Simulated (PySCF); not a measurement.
Precursor series Ta Cl-NH2. All species are isolated molecules in the gas phase. One relaxed conformer stands for each flexible species; it need not be the lowest.

Level of theory: PBE-D3(BJ)/def2-TZVP // r2SCAN-D4/def2-SVP (PySCF 2.14.0). 

| species | LUMO (eV) | mean distance from the central atom to its bonded neighbours (Å) | HOMO (eV) |
|---|---|---|---|
| 0 of 5 Cl replaced by NH2 | -4.45 | 2.312 | (withheld) |
| 2 of 5 Cl replaced by NH2 ([Ta(Cl)3(NH2)2]) | -3.58 | 2.201 | (withheld) |
| 3 of 5 Cl replaced by NH2 ([Ta(Cl)2(NH2)3]) | -3.17 | 2.142 | (withheld) |
| 5 of 5 Cl replaced by NH2 ([Ta(NH2)5]) | -1.20 | 2.022 | -5.06 |

### Question
Fill in the missing entries.

### Answer

- 0 of 5 Cl replaced by NH2, HOMO (eV): -7.83
- 2 of 5 Cl replaced by NH2 ([Ta(Cl)3(NH2)2]), HOMO (eV): -6.94
- 3 of 5 Cl replaced by NH2 ([Ta(Cl)2(NH2)3]), HOMO (eV): -6.15
